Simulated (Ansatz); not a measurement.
# Nudged elastic band run: Si16C

Input:

```yaml
crystal:
  lattice:
    - [0.0, 5.43, 5.43]
    - [5.43, 0.0, 5.43]
    - [5.43, 5.43, 0.0]
  atoms:
    - { symbol: Si, position: [-0.02656128, 0.04512843, -0.01645065] }
    - { symbol: Si, position: [0.16158864, 0.06918335, 0.20082072] }
    - { symbol: Si, position: [-0.01785109, -0.01822729, 0.55460279] }
    - { symbol: Si, position: [0.12339324, 0.1393291, 0.61783461] }
    - { symbol: Si, position: [-0.02699023, 0.49799866, -0.01640578] }
    - { symbol: Si, position: [0.09716456, 0.64691802, 0.10876243] }
    - { symbol: Si, position: [-0.0102112, 0.51343131, 0.48290096] }
    - { symbol: Si, position: [0.1227125, 0.6198451, 0.61773749] }
    - { symbol: Si, position: [0.50935913, -0.00175132, -0.00591792] }
    - { symbol: Si, position: [0.60665005, 0.14218029, 0.11917375] }
    - { symbol: Si, position: [0.49657673, 0.00478268, 0.4923358] }
    - { symbol: Si, position: [0.61284529, 0.1334624, 0.62037003] }
    - { symbol: Si, position: [0.47164693, 0.51603299, -0.00416274] }
    - { symbol: Si, position: [0.60610781, 0.63209463, 0.11921675] }
    - { symbol: Si, position: [0.49595405, 0.50650406, 0.4923134] }
    - { symbol: Si, position: [0.6152538, 0.63119286, 0.62192113] }
    - { symbol: C, position: [0.97889877, 0.22914843, 0.06274533] }
magnetization:
  spin_polarized: true
basis:
  ecutwfc: 500.0
kpoints:
  mp_grid: { grid: [2, 2, 2] }
hamiltonian:
  xc: r2scan
  dispersion: d3bj
  pseudopotentials: { kind: paw, azcp: { folder: soft_1 } }
scf:
  occupations: { method: fermi_dirac, width: 0.02 }
  lower_state_search: "off"
neb:
  images: 3
  f_tol: 0.05
  initial_path: linear
  max_iterations: 7
  final_atoms:
    - { symbol: Si, position: [0.05526658, -0.0183437, -0.01836374] }
    - { symbol: Si, position: [0.12051585, 0.13396667, 0.13348081] }
    - { symbol: Si, position: [-0.00791375, 0.00500578, 0.5063856] }
    - { symbol: Si, position: [0.11765176, 0.13930876, 0.61970026] }
    - { symbol: Si, position: [-0.00795119, 0.50697549, 0.00502628] }
    - { symbol: Si, position: [0.11762775, 0.61976127, 0.1397985] }
    - { symbol: Si, position: [-0.01715692, 0.51347489, 0.51395705] }
    - { symbol: Si, position: [0.12195644, 0.63142034, 0.63135156] }
    - { symbol: Si, position: [0.49434705, -0.00134732, -0.00153817] }
    - { symbol: Si, position: [0.70153064, 0.06877691, 0.06877665] }
    - { symbol: Si, position: [0.48340419, 0.04481419, 0.49827087] }
    - { symbol: Si, position: [0.61897962, 0.14233196, 0.63205799] }
    - { symbol: Si, position: [0.48346705, 0.49765593, 0.04541173] }
    - { symbol: Si, position: [0.61880503, 0.6324675, 0.1422127] }
    - { symbol: Si, position: [0.49591653, 0.51618213, 0.51611897] }
    - { symbol: Si, position: [0.60868141, 0.6466043, 0.64730444] }
    - { symbol: C, position: [0.5626301, 0.22889599, 0.22948002] }
  order_check: false
```

Run as:

```bash
$ ansatz run input.yaml --threads 4 --pin off --max-ram 10240MiB --backend cpu --events-out ev --progress --plain --runs-dir out
```

Output, in part (warnings, iteration lines):

```
NEB end point (image 0): max|allowed force component| = 1.994e-2 eV/Å (the criterion of neb.relax_end_points is 1.000e-2)
NEB end point (image 4): max|allowed force component| = 2.654e-2 eV/Å (the criterion of neb.relax_end_points is 1.000e-2)
NEB iter   1: max|band force component| = 5.547e0 eV/Å  barrier→ = 2.5718 eV  barrier← = 2.5718 eV  Δτ_max = 0.2000 Å  (45 SCF iters)
NEB iter   2: max|band force component| = 2.663e0 eV/Å  barrier→ = 1.5481 eV  barrier← = 1.5481 eV  Δτ_max = 0.2000 Å  (22 SCF iters)
NEB iter   3: max|band force component| = 1.503e0 eV/Å  barrier→ = 0.9899 eV  barrier← = 0.9899 eV  Δτ_max = 0.2000 Å  (23 SCF iters)
NEB iter   4: max|band force component| = 8.509e-1 eV/Å  barrier→ = 0.7951 eV  barrier← = 0.7951 eV  Δτ_max = 0.2000 Å  (23 SCF iters)
NEB iter   5: max|band force component| = 1.305e0 eV/Å  barrier→ = 0.7791 eV  barrier← = 0.7791 eV  Δτ_max = 0.0935 Å  (24 SCF iters)
NEB iter   6: max|band force component| = 5.043e-1 eV/Å  barrier→ = 0.7022 eV  barrier← = 0.7022 eV  CI = image 3  Δτ_max = 0.1011 Å  (22 SCF iters)
NEB iter   7: max|band force component| = 5.757e-1 eV/Å  barrier→ = 0.6959 eV  barrier← = 0.6959 eV  CI = image 3  Δτ_max = 0.2000 Å  (21 SCF iters)
Error: NEB band did not converge after 7 iterations: max|band force component| = 5.76e-1 eV/Å (threshold 5.0e-2); raise `neb.max_iterations` in a new run, which can start from the last band evaluated (`neb.initial_path`, with `crystal.atoms` and `neb.final_atoms` set to its first and last images), …
```

The run ended unconverged. The band didn't meet its force threshold, so its energies are provisional: the largest band force was still 0.58 eV/Å, and over the last iterations the top moved between 0.70 and 0.78 eV. Limits of this set-up: coarse k mesh.

Final band (atoms are numbered from 1 in the order of the input):

```csv
image,path coordinate (Å),energy (eV),Si1–C17 (Å),Si2–C17 (Å),Si5–C17 (Å)
0,0.00,0.00,1.82,1.75,1.82
1,1.22,0.50,1.89,1.89,2.21
2,2.46,0.26,1.88,2.32,3.15
3,3.70,0.70,2.53,2.69,3.49
4,4.96,0.00,3.28,3.70,4.01
```

Time of the run: 12 min on 4 threads of AMD EPYC (Zen 3), with other jobs on the host, peak memory 3.8 GiB.
